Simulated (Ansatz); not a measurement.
Consider the ligand exchange at a B–C bond: `B[CH2][GeH2][SeH]` + HI → `BI` + `[CH3][GeH2][SeH]`.

Gas-phase electronic energies from Ansatz, PBE0-D4/def2-TZVP geometries. CCSD(T)/CBS is the MP2 limit (def2-TZVPP, def2-QZVPP) plus CCSD(T) − MP2 in def2-TZVPP, frozen cores. Functionals use def2-TZVPP. B3LYP here is the variant with VWN-RPA as its local correlation; programs differ in this. Elements past krypton have def2 core potentials. For Ge, I, Se outer-core shells are correlated without core-valence functions, which leaves a few kJ/mol of doubt a bond. Scalar relativity is left out up to krypton. Each species was taken in one conformer, which may not be the lowest.

`B[CH2][GeH2][SeH]`:

Z-matrix (Å, degrees):
```
C
Ge 1 1.982
B 1 1.531 2 103.8
H 1 1.093 2 103.0 3 121.3
H 1 1.092 2 104.6 3 -122.6
Se 2 2.360 1 106.9 3 54.3
H 2 1.539 1 109.0 3 172.9
H 2 1.538 1 110.9 3 -66.0
H 3 1.198 1 120.6 2 -90.4
H 3 1.198 1 120.5 2 85.4
H 6 1.469 2 92.9 1 172.8
```

HI:

Cartesian coordinates in Å:
```
I 0.063 0.729 -0.336
H -0.063 -0.729 0.336
```

`BI`:

Z-matrix (Å, degrees):
```
B
I 1 2.099
H 1 1.188 2 117.7
H 1 1.188 2 117.7 3 -180.0
```

`[CH3][GeH2][SeH]`:

Cartesian coordinates in Å:
```
C -0.093 1.165 -0.493
Ge 0.538 -0.362 0.540
Se -1.185 -1.955 0.818
H -0.393 0.844 -1.491
H -0.951 1.618 0.004
H 0.701 1.909 -0.587
H 0.909 0.036 1.978
H 1.744 -1.031 -0.144
H -1.270 -2.224 -0.624
```

| level | ΔE (eV) |
| --- | --- |
| BLYP-D4 | -0.52 |
| B3LYP-D4 | -0.53 |
| PBE-QIDH | -0.58 |
| CCSD/CBS(def2) | -0.56 |

(1) What does CCSD(T)/CBS give? (Estimate.)

Largest T1 diagnostic among the species: 0.012.

Answers

(1) Ansatz gave: -0.57 eV. The listed levels differ from it by 0.05, 0.04, -0.01, 0.01 eV.

Leaving LDA and LC-ωPBE aside and taking each functional with its dispersion term where it has one, the values, not all of them listed here, spread over 0.09 eV, from B2PLYP to CAM-B3LYP-D4. LDA lies +0.11 eV from PBE without D4. The D4 term adds +0.06 eV with B3LYP and +0.03 eV with PBE0; it sums over pairs of atoms, weighted by their polarisabilities, and B3LYP, whose exchange is more repulsive, gets the larger term.
